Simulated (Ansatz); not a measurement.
**Counterpoise correction, worked out**

The pair of Ag⁺ (SMILES [Ag+], atom 1) and SO$_{2}$ (SMILES O=S=O, atoms 2–4), both closed shells, in one local arrangement (a lower one may exist), relaxed at PBE0-D4/def2-TZVP:

```xyz
4
angstrom
Ag 0.2205 -1.9257 -1.1189
O -0.0784 0.4937 1.6050
S -0.1259 1.1455 0.3438
O -0.0161 0.2866 -0.8299
```

Ansatz 0.2.0; basis: def2-TZVPPD; cores frozen in the correlated methods. Filled d shells of the heavier atoms are correlated. Core potentials replace the inner electrons of the atoms past krypton.

CCSD(T) total energies in eV:

| system | geometry | basis functions | energy |
| --- | --- | --- | --- |
| pair | pair | all | -18898.76761 |
| Ag⁺ | as in the pair | all (partner as ghosts) | -3986.18958 |
| SO$_{2}$ | as in the pair | all (partner as ghosts) | -14911.59846 |
| Ag⁺ | as in the pair | its own | -3986.13302 |
| SO$_{2}$ | as in the pair | its own | -14911.58227 |
| Ag⁺ | free (PBE0-D4 minimum) | its own | -3986.13302 |
| SO$_{2}$ | free (PBE0-D4 minimum) | its own | -14911.61390 |

(1) Work out the interaction energy with and without the counterpoise correction, the superposition error, and the binding energy from the relaxed fragments.

No T1 diagnostic of these runs exceeds 0.023. The restricted Hartree–Fock reference is unstable towards an unrestricted one at one or more of these structures.

Answers

(1) Without correction: -18898.76761 − (-3986.13302) − (-14911.58227) = -1.05232 eV.
With correction (each fragment in the whole basis): -18898.76761 − (-3986.18958) − (-14911.59846) = -0.97957 eV = -22.59 kcal/mol.
The superposition error is the difference, 0.07275 eV, 7 % of the uncorrected value: each fragment borrows its partner's functions.
Deformation from the free shapes: 0.00000 eV for Ag⁺ and 0.03163 eV for SO$_{2}$.
Binding energy from relaxed fragments: -0.97957 + 0.00000 + 0.03163 = -0.94794 eV = -21.86 kcal/mol (electronic, without zero-point energy; negative means bound). For comparison, the corrected interaction energy by CCSD(T) at an estimated basis limit (MP2 extrapolated from triple and quadruple zeta, plus CCSD(T) − MP2 in triple zeta) is -1.097 eV; triple zeta with the correction binds less.

For scale, one of the runs: CCSD(T)/def2-TZVPPD, 187 basis functions, launched by `ansatz run in.yaml --threads 4 --pin off --events-out ev --progress --plain --max-ram 9574MiB`. The run took 66 s on 4 CPU threads of an Arm Neoverse V1 (shared host), with 2.4 GiB of host memory at its peak.
